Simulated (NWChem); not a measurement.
Molecule: BHSCl$_{2}$; SMILES SB(Cl)Cl

```xyz
5

B     -0.0114     0.0055     0.0000
Cl    -1.5851    -0.7618     0.0000
Cl     0.1010     1.7560     0.0000
S      1.4336    -1.0543     0.0000
H      2.3479    -0.0604     0.0000
```
Atoms are numbered in this order, from 1.

Computed with NWChem. Pople sets run with spherical d functions. Structure relaxed at the PBE0/def2-SVP level. B3LYP is NWChem's, with the RPA form of VWN correlation. Vertical excitations in the gas phase; the lowest state need not have the same character in each row.

For level PBE/6-31+G*, full TDDFT:

```yaml
lowest excitation, singlet (eV): 5.63
lowest state with f > 0.02, singlet (eV): 5.78
lowest triplet (eV): 4.52
orbital gap (eV): 4.93
```

Question: What are these values for level B3LYP/6-31+G*, full TDDFT?

Answer: 
- lowest excitation, singlet (eV): 6.06
- lowest state with f > 0.02, singlet (eV): 6.06
- lowest triplet (eV): 4.82
- orbital gap (eV): 6.60
